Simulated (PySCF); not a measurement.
**NMR data sheet: C$_{2}$H$_{12}$O$_{2}$Si$_{3}$**

```yaml
Formula: C2H12O2Si3
SMILES: COCO[SiH]([SiH3])[SiH3]
Point_group_of_the_computed_structure: C1
Degrees_of_unsaturation: 0
Carbon_signals: 2
Proton_signals: 4
```

Atoms are numbered as in `[CH3:1][O:2][CH2:3][O:4][SiH:5]([SiH3:6])[SiH3:7]` (H(Xn): hydrogen on atom n).

Method: GIAO PBE0/pcSseg-1 shieldings, structure optimised with GFN2-xTB, in PySCF 2.14 (no solvent model, one conformer, one averaged value for each set of equivalent atoms, no relativistic terms).

Shifts are taken against calculated references (same method and geometry level): ¹H, ¹³C, ²⁹Si against TMS; ¹⁷O against H2O.

| carbon | δC, type | δH (multiplicity) | HMBC from (2–3 bonds) | span of the C tensor (ppm) |
| --- | --- | --- | --- | --- |
| C1 | 57.4, CH3 | 3.49 (s) | H(C3) | 88 |
| C3 | 95.7, CH2 | 4.83 (s) | H(Si5), H(C1) | 48 |

Other nuclei:
| atoms | nucleus | environment | δ (ppm) | σ (ppm) |
| --- | --- | --- | --- | --- |
| H(Si5) | ¹H | hydrogen on a silicon bonded to O, 2 Si | 5.59 | 26.13 |
| H(Si6)/H(Si7) | ¹H | hydrogen on a silicon bonded to Si | 3.52 | 28.20 |
| Si5 | ²⁹Si | silicon bonded to O, 2 Si, H | -15.9 | 365.1 |
| Si6/Si7 | ²⁹Si | silicon bonded to Si, 3 H | -114.1 | 463.2 |
| O2 | ¹⁷O | ether oxygen | 61.6 | 274.5 |
| O4 | ¹⁷O | oxygen bonded to C, Si | 41.3 | 294.8 |

Carbon types of the structure: 1 × CH2, 1 × CH3, leaving 7 H on heteroatoms. δC 95.7: sp3 carbon bearing two oxygens; 2 electronegative neighbours deshield it. δC 57.4: methyl carbon bonded to O; the inductive effect lowers its shielding. δH 5.59: hydrogen on a silicon bonded to O, 2 Si. δH 4.83: hydrogen on an sp3 carbon bearing two oxygens; its carbon carries O, hence the downfield position. δH 3.49: hydrogen on a methyl carbon bonded to O; its carbon carries O, hence the downfield position.

Shifts are as computed. Against solution values, carbons near 30 ppm lie about +3 ppm off and those near 130 ppm about +5 ppm. Of 1309 compounds with measured shifts, 239 miss one by over three times the rms of a fit or turn the order of signals round; such compounds aren't used in these exercises. Experimental scales use liquid or dissolved standards, which lie at an offset from isolated H2O (liquid H2O: subtract about 36 ppm). No couplings were computed; multiplicities are counted from neighbouring protons, with m where these are inequivalent, close in shift, in a saturated or five-membered ring or joined by F or P, and br s for small geminal =CH2 splittings.
